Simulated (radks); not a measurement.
Task: Ca III, configuration [Ar]. All-electron calculation, scalar-relativistic Kohn-Sham, exchange-only r2SCAN, spin-unpolarised, spherical densities, finite nucleus; meta-GGA in the generalised Kohn-Sham scheme; Fermi nuclear charge, rms radius 3.4776 fm. Program: a radial shooting solver on a logarithmic mesh with Libxc functionals. Some entries of the table are withheld. Estimate them.

orbital,occ.,eigenvalue (eV),<r^2> (bohr^2)
1s,2,(1),0.007947
2s,2,-435.7397,0.1560
2p,6,-353.4369,0.1325
3s,2,-63.1583,1.539
3p,6,-42.8180,(2)
3d,0,-13.8182,(3)

Result: 
(1) 1s eigenvalue (eV): -3982.618
(2) 3p <r^2> (bohr^2): 1.862
(3) 3d <r^2> (bohr^2): 3.849
